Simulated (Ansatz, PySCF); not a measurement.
Donor–acceptor adduct: BF3 (SMILES FB(F)F) (first 4 atoms) with NH3 (SMILES N); geometry from B3LYP-D3(BJ)/def2-TZVP.
(charge 0, multiplicity 1):
```xyz
8

F     -1.12755    -0.83538     0.69297
B     -0.00733    -0.08964     0.96186
F      0.00315     1.14890     0.37092
F      1.17296    -0.78059     0.84862
N     -0.12720     0.24709     2.61554
H     -0.98319     0.76071     2.80691
H     -0.13814    -0.61807     3.14894
H      0.66540     0.80761     2.91680
```

Basis-set superposition error: the interaction energy with monomers in their own basis, and in the dimer's basis (counterpoise).

Run with Ansatz (a first-principles code); PySCF for 6-31G* rows. Each number belongs to the level named beside it.

```csv
level,uncorrected (kJ/mol),counterpoise (kJ/mol),difference
HF/aug-cc-pVQZ,-190.6,-190.0,0.6
BLYP/def2-TZVPPD,-148.7,-147.1,1.7
revPBE/def2-TZVPPD,-150.3,-148.7,1.6
r2SCAN/def2-TZVPPD,-193.2,-191.8,1.4
B3LYP/6-31G*,-188.4,-164.5,23.9
B3LYP/def2-TZVPPD,-173.4,-171.9,1.4
wB97X-V/def2-TZVPPD,-192.1,-190.9,1.2
MP2/6-31G*,-207.5,-169.0,38.6
MP2/aug-cc-pVDZ,-195.3,-173.0,22.3
MP2/aug-cc-pVQZ,-194.3,-190.2,4.1
```

The error is largest for MP2/6-31G* (38.6 kJ/mol) and smallest for HF/aug-cc-pVQZ (0.6 kJ/mol).
